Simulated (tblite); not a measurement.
C3H10BF2P.
Bonds: C1–B2, B2–C3, B2–C4, B2–P5, P5–F6, P5–F7. Hydrogens: H8, H9, H10 on C1; H11, H12, H13 on C3; H14, H15, H16 on C4; H17 on P5.

Computed with GFN2-xTB (tblite), gas phase: L-BFGS steps from a force-field or distance-geometry start until the largest atomic force falls under 0.01 eV/Å.

Step 47: E = -674.8747 eV
```
atom  x, y, z in Å  |  force x, y, z in eV/Å
C1      0.3302   -1.0875   -1.1873   -0.070  -0.029   0.099
B2     -0.2948   -0.0919   -0.0840   -0.077   0.112   0.201
C3     -0.9654    1.2535   -0.6811   -0.054  -0.008   0.077
C4     -1.1140   -0.7949    1.1284    0.023   0.004   0.032
P5      1.4070    0.6355    0.7807   -0.121  -0.036   0.080
F6      2.4234   -0.4575    1.3476    0.009  -0.100  -0.017
F7      2.3663    1.1349   -0.3754    0.199   0.135  -0.159
H8      0.4614   -2.0943   -0.8118    0.091  -0.186   0.083
H9      1.2890   -0.7567   -1.5643    0.246   0.088  -0.135
H10    -0.3175   -1.1643   -2.0495   -0.175  -0.013  -0.188
H11    -0.2864    1.8428   -1.2950    0.036  -0.041  -0.069
H12    -1.3520    1.9163    0.0912   -0.007   0.009   0.054
H13    -1.8127    0.9863   -1.3084   -0.006   0.058  -0.048
H14    -2.1908   -0.6849    1.0251    0.002   0.002  -0.062
H15    -0.9113   -1.8616    1.1762   -0.017  -0.051   0.071
H16    -0.8577   -0.3833    2.1076   -0.042   0.017  -0.049
H17     1.8182    1.6195    1.6901   -0.035   0.037   0.032
```

Step 48: E = -674.8793 eV
```
atom  x, y, z in Å  |  force x, y, z in eV/Å
C1      0.3306   -1.0846   -1.1875   -0.022   0.002   0.025
B2     -0.2981   -0.0889   -0.0769   -0.026   0.011   0.072
C3     -0.9662    1.2553   -0.6809   -0.011  -0.019   0.046
C4     -1.1161   -0.7980    1.1322    0.006   0.000   0.007
P5      1.4082    0.6359    0.7853   -0.038  -0.033  -0.006
F6      2.4205   -0.4615    1.3578   -0.028  -0.033  -0.045
F7      2.3660    1.1229   -0.3840    0.130   0.095  -0.032
H8      0.4701   -2.0947   -0.8150    0.080  -0.076   0.049
H9      1.2898   -0.7452   -1.5743    0.048   0.016  -0.055
H10    -0.3263   -1.1628   -2.0485   -0.074  -0.005  -0.059
H11    -0.2799    1.8427   -1.2914    0.006  -0.053  -0.023
H12    -1.3600    1.9166    0.0878   -0.011   0.037   0.057
H13    -1.8065    0.9895   -1.3185   -0.004   0.045  -0.030
H14    -2.1939   -0.6962    1.0271    0.012   0.019  -0.063
H15    -0.9097   -1.8641    1.1825    0.003  -0.034   0.063
H16    -0.8630   -0.3823    2.1093   -0.047   0.017  -0.017
H17     1.8274    1.6273    1.6852   -0.023   0.012   0.011
```

**Question.** Estimate the geometry and energy of step 49. (The exact step hangs on the optimiser's Hessian estimate; all steps are aligned on step 48, rigid shifts and turns removed.)

**Answer.** E = -674.8818 eV, largest force 0.110 eV/Å
```
atom  x, y, z in Å  |  force x, y, z in eV/Å
C1      0.3307   -1.0822   -1.1857   -0.007  -0.025  -0.027
B2     -0.3013   -0.0876   -0.0755   -0.024  -0.001   0.043
C3     -0.9682    1.2587   -0.6757   -0.009   0.010   0.049
C4     -1.1204   -0.7994    1.1300   -0.016  -0.008   0.012
P5      1.4132    0.6368    0.7844    0.018  -0.009  -0.039
F6      2.4109   -0.4674    1.3720   -0.040   0.001  -0.058
F7      2.3774    1.0960   -0.3957    0.081   0.065   0.036
H8      0.4954   -2.0885   -0.8061    0.069  -0.001   0.021
H9      1.2796   -0.7250   -1.5877   -0.022  -0.024  -0.044
H10    -0.3369   -1.1815   -2.0401   -0.014   0.004   0.022
H11    -0.2770    1.8581   -1.2713   -0.021  -0.076   0.001
H12    -1.3746    1.9078    0.0984   -0.001   0.025   0.019
H13    -1.7997    0.9964   -1.3272    0.013   0.050  -0.014
H14    -2.1990   -0.7124    1.0106    0.042   0.017  -0.058
H15    -0.9010   -1.8634    1.1857    0.001  -0.012   0.077
H16    -0.8862   -0.3752    2.1087   -0.041   0.005  -0.042
H17     1.8498    1.6406    1.6652   -0.029  -0.022   0.001
```

The energy changes by -0.0025 eV. The first-order estimate −F·Δx gives -0.0035 eV and the mean of the old and new forces, exact on a quadratic surface, -0.0025 eV. The step makes an angle of 82° with the force vector and moves no atom by more than 0.033 Å.

What follows is the cost of the whole relaxation. Hardware: one thread, Arm Neoverse N1 (aarch64), shared host with 64 logical CPUs at a one-minute load of 57. Cost: 1.2 s.
